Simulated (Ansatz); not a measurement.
`C1[NH][InH][CH2]O1`, relaxed with RKS PBE0-D4/def2-TZVP in Ansatz from a GFN2-xTB geometry. The force threshold is 0.005 eV/Å; the program also tests the step.

Total charge 0; spin multiplicity 1. In: def2 effective core potential.

Start:

```xyz
11

C     1.199    0.099   -0.236
N     0.819   -1.153    0.302
In   -1.326   -1.057    0.325
C    -0.913    1.165   -0.243
O     0.368    1.209    0.228
H     2.211    0.399    0.050
H     1.116    0.073   -1.333
H     1.200   -1.243    1.240
H    -2.141   -2.621    0.688
H    -1.548    1.851    0.312
H    -0.985    1.278   -1.333
```

(1) By how much does the energy fall, and how many steps does the optimiser take? (An estimate is asked.)

(2) Which bonds change most? (Estimate.)

(3) Give the relaxed structure. (An estimate is asked.)

## Answers

(1) The calculation gave: 0.26 eV, in 13 steps, 1 of them rejected.

(2) Computed: In3–C4 from 2.331 to 2.175 Å; In3–H9 from 1.801 to 1.697 Å; N2–In3 from 2.147 to 2.047 Å; C4–O5 from 1.366 to 1.408 Å.

(3) Ansatz gave: 
```xyz
11

C     1.223    0.194   -0.167
N     0.741   -1.091    0.251
In   -1.299   -1.017    0.405
C    -0.976    1.026   -0.268
O     0.338    1.254    0.185
H     2.179    0.449    0.297
H     1.348    0.231   -1.264
H     1.378   -1.591    0.848
H    -2.256   -2.332    0.888
H    -1.627    1.770    0.188
H    -1.048    1.108   -1.363
```
